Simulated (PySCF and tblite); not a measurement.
Results of a calculation; reference values are marked as such.
C5H5NO, numbered as in [O:1]=[CH:2][c:3]1[cH:4][cH:5][cH:6][nH:7]1.

Search: ETKDG and KDG, MMFF94s, GFN2-xTB, 90 starts; geometries at PBE0-D3(BJ)/def2-SVP. Free energies are PBE0-D3(BJ)/def2-TZVP single points with GFN2-xTB rigid-rotor and vibrational terms (modes under about 100 cm⁻¹ blended into free rotors). Symmetry numbers and mirror images are counted. Conformers within 4 kcal/mol (GFN2-xTB free energy) were kept, 5 at most. Codes: tblite and PySCF.

An NOE distance is ⟨r⁻⁶⟩^(−1/6) over all pairs of like atoms and, for the average, over conformers.

Torsions listed: O1–C2–C3–N7.

```tsv
conformer	shape	weight %
1	0°	99.8
2	180°	0.2
```

(1) Which H–H contacts under 3.5 Å would NOEs report (pairs on one atom left out) at 298.15 K?

(2) In a model where alignment follows shape alone (order matrix 0.001 × (3G/tr G − 1)/2, G the second moments of the atom positions; splitting J + 2D), what are the one-bond C–H dipolar couplings D?

## Answers

(1) 
```
     pair  in 1 (Å)  in 2 (Å)  average (Å)
H6 ··· H7      2.55      2.51         2.55
H4 ··· H5      2.73      2.74         2.73
H5 ··· H6      2.73      2.73         2.73
H2 ··· H4      2.84      4.02         2.84
```

Longer pairs under the limit may be missing.

(2) H2 -2.4 Hz (-2.4 in conformer 1), H4 -1.0 Hz (-1.0 in conformer 1), H5 -8.7 Hz (-8.7 in conformer 1), H6 -5.6 Hz (-5.6 in conformer 1).
